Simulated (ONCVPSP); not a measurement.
Logarithmic derivatives: In (Z = 49), ONCV

ONCVPSP 4.0.1 input, shortened (lines: element, Z, core and valence counts, functional; n l f; lmax; l rc ep ncon nbas qcut; lloc lpopt rc5 dvloc0; l nproj debl; icmod fcfact rcfact), LDA (Perdew-Wang 92), scalar-relativistic:

```
  In 49.00    9    2  -001012      upf
    1    0    2.00
    2    0    2.00
    2    1    6.00
    3    0    2.00
    3    1    6.00
    3    2   10.00
    4    0    2.00
    4    1    6.00
    4    2   10.00
    5    0    2.00
    5    1    1.00
    1
    0    2.80    0.00    4    7    3.10
    1    2.85    0.00    3    6    3.30
    0    5    2.80    0.00
    0    0    0.60
    1    2    1.30
    3    2.00    1.65
```

The phase is arctan(r·R′/R) of the radial function R(r), unwrapped; energies in Ha, scanned from -2 to 5 Ha. A pole is an energy at which the radial function vanishes at the test radius. The pseudo phase is shifted by a multiple of π to meet the all-electron one at the reference energy, and phase errors are pseudo minus all-electron; the curves can meet again beyond the range given. Levels narrower than the energy grid can be missing from the lists of poles.

```json
{"channel": "s", "radius (bohr)": "2.85", "reference energy (Ha)": "-0.31", "poles, all-electron": "0.22, 3.65", "poles, pseudo": "0.19, 2.49", "unbroken range about the reference energy with phases within 0.05 rad": "below 0.6", "phase error 1 Ha above the reference energy (rad)": "-0.081"}
{"channel": "p", "radius (bohr)": "2.90", "reference energy (Ha)": "-0.10", "poles, all-electron": "0.70, 4.10", "poles, pseudo": "0.70, 3.78", "unbroken range about the reference energy with phases within 0.05 rad": "below 2.0", "phase error 1 Ha above the reference energy (rad)": "-0.000"}
```

Phases in the s channel:

| E (Ha) | all-electron | pseudo |
| --- | --- | --- |
| -1.98 | 1.317 | 1.315 |
| -1.62 | 1.267 | 1.263 |
| -1.26 | 1.173 | 1.166 |
| -0.90 | 0.922 | 0.909 |
| -0.54 | -0.283 | -0.297 |
| -0.18 | -1.316 | -1.318 |
| 0.18 | -1.554 | -1.567 |
| 0.54 | -1.685 | -1.731 |
| 0.90 | -1.833 | -2.047 |
| 1.26 | -2.183 | -3.759 |
| 1.62 | -3.574 | -4.455 |
| 1.98 | -4.328 | -4.608 |
| 2.34 | -4.516 | -4.687 |
| 2.70 | -4.601 | -4.749 |
| 3.06 | -4.653 | -4.821 |
| 3.42 | -4.691 | -4.959 |
| 3.78 | -4.723 | -5.663 |
| 4.14 | -4.756 | -7.433 |
| 4.50 | -4.793 | -7.679 |
| 4.86 | -4.845 | -7.761 |
